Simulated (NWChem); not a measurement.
The numbers come from NWChem runs, not from measurements. System: CH$_{3}$Se$_{2}$, charge 0, spin multiplicity 2, at a geometry optimised with UPBE/def2-SVP. The structure started from a generated list of species. Its SCF solution wasn't tested for a lower state. Level: UMP2/def2-TZVP, 19 core orbitals frozen.

The NWChem input:

```
start mol
memory heap 200 mb stack 900 mb global 1100 mb
geometry units angstroms nocenter noautoz
  C      2.157023     0.407948     0.000000
  Se     0.574524    -0.778415     0.000000
  Se    -1.170680     0.652526     0.000000
  H      2.137132     1.038253     0.907783
  H      3.052876    -0.243968     0.000000
  H      2.137132     1.038253    -0.907783
  symmetry group Cs
end
basis spherical
  * library def2-tzvp
end
scf
  uhf
  nopen 1
  maxiter 100
  thresh 1e-7
  semidirect memsize 60000000 filesize 0
  # guess.movecs holds the orbitals of an unrestricted PBE0 run
  vectors input guess.movecs output mol.movecs
end
mp2
  freeze core 19
end
task mp2 energy
```

Part of the output:

```
             Northwest Computational Chemistry Package (NWChem) 7.3.0
             --------------------------------------------------------

                                NWChem Input Module
                                -------------------

 Scaling coordinates for geometry "geometry" by  1.889725989
 (inverse scale =  0.529177249)

 Turning off AUTOSYM since
 SYMMETRY directive was detected!

                             Geometry "geometry" -> ""
                             -------------------------

 Output coordinates in angstroms (scale by  1.889725989 to convert to a.u.)

  No.       Tag          Charge          X              Y              Z
 ---- ---------------- ---------- -------------- -------------- --------------
    1 C                    6.0000     2.15702300     0.40794800     0.00000000
    2 Se                  34.0000     0.57452400    -0.77841500     0.00000000
    3 Se                  34.0000    -1.17068000     0.65252600     0.00000000
    4 H                    1.0000     2.13713200     1.03825300     0.90778300
    5 H                    1.0000     3.05287600    -0.24396800     0.00000000
    6 H                    1.0000     2.13713200     1.03825300    -0.90778300

 Effective nuclear repulsion energy (a.u.)     403.2057277026

            Nuclear Dipole moment (a.u.)
            ----------------------------
        X                 Y               Z
 ---------------- ---------------- ----------------
    -0.0000491329     0.0000000000     0.0000000000

      Symmetry information
      --------------------

 Group name             Cs
 Group number              2
 Group order               2
 No. of unique centers     5

      Symmetry unique atoms

     1    2    3    4    5


 Summary of "ao basis" -> "" (spherical)
 ------------------------------------------------------------------------------
       Tag                 Description            Shells   Functions and Types
 ---------------- ------------------------------  ------  ---------------------
 *                         def2-tzvp                  on all atoms

 Summary of "ao basis" -> "ao basis" (spherical)
[...]
  AO/Fock/Back tols     =   1.0D-09  1.0D-09  1.0D-09

 GA uses MA = F    GA memory limited = T

 Available:
  local mem=  1.26D+08
 global mem=  1.44D+08
 local disk=  0.00D+00
  mp2_memr nvloc                   106
  nvloc new                   106
   1 passes of  20:        5242880                     148848                  72880044.
   1 passes of  20: M    126146975           G      144137150           F     120904095.

 Semi-direct pass number   1 of   1  for UHF alpha       at       12.1s
  vrange nnbf                 10106
  mp2_eaftype                   278  avail_ma_in_mb                  1099
 EAF : mp2_eaftype filesize         278   36440022.
  mp2_eaf for mointskh                    278
Node 0 wrote    171.4 Mb in      0.0 s     Agg I/O rate:  3697.6 Mb/s
 Done moints_semi at       24.5s
  mp2_eaftype                   278  avail_ma_in_mb                   821
 EAF : mp2_eaftype filesize         278   36440022.
  mp2_eaf for kh                   278
 Done maket at       25.0s
 Done multipass loop at       25.0s

 GA uses MA = F    GA memory limited = T

 Available:
  local mem=  1.26D+08
 global mem=  1.44D+08
 local disk=  0.00D+00
  mp2_memr nvloc                   107
  nvloc new                   107
   1 passes of  19:        5242880                     144500                  69890689.
   1 passes of  19: M    126146975           G      144137150           F     120904095.

 Semi-direct pass number   1 of   1  for UHF beta        at       25.1s
  vrange nnbf                 10106
  mp2_eaftype                   266  avail_ma_in_mb                  1099
 EAF : mp2_eaftype filesize         266   34945344.
  mp2_eaf for mointskh                    266
Node 0 wrote    164.4 Mb in      0.0 s     Agg I/O rate:  3627.3 Mb/s
 Done moints_semi at       37.2s
  mp2_eaftype                   266  avail_ma_in_mb                   833
 EAF : mp2_eaftype filesize         266   34945344.
  mp2_eaf for kh                   266
 Done maket at       37.7s
 Done multipass loop at       37.7s

          -------------------------------------------
          SCF energy               -4839.326694885661
          Correlation energy          -0.687638352008
          Singlet pairs                0.000000000000
          Triplet pairs                0.000000000000
          Total MP2 energy         -4840.014333237669
          -------------------------------------------

          ---------------------------------------------------
                    Spin Component Scaled (SCS) MP2
          Same spin pairs                     -0.196884204301
          Same spin scaling factor             0.333333333333
          Opposite spin pairs                 -0.490754147707
          Opposite spin scaling fact.          1.200000000000
          SCS-MP2 correlation energy          -0.654533045349
          Total SCS-MP2 energy             -4839.981227931010
          ---------------------------------------------------

 -----------------------
 Performance information
 -----------------------

 Timer overhead =  1.86D-07 seconds/call

               Nr. of calls         CPU time (s)                 Wall time (s)                GFlops
             ---------------    -------------------     ------------------------------   -------------------
Name         Min   Avg   Max    Min     Avg     Max     Min     Avg     Max   Mx/calls   Min     Max     Sum
mp2: moin     2     2     2    25.     25.     25.      25.     25.     25.     12.      0.0     0.0     0.0
mp2: make     2     2     2    1.0     1.0     1.0      1.0     1.0     1.0    0.50      0.0     0.0     0.0
mp2: tota     1     1     1    26.     26.     26.      26.     26.     26.     26.      0.0     0.0     0.0

 The average no. of pstat calls per process was 5.00D+00
 with a timing overhead of 9.31D-07s

 Task  times  cpu:       37.7s     wall:       37.7s

 Total times  cpu:       37.7s     wall:       37.7s
```
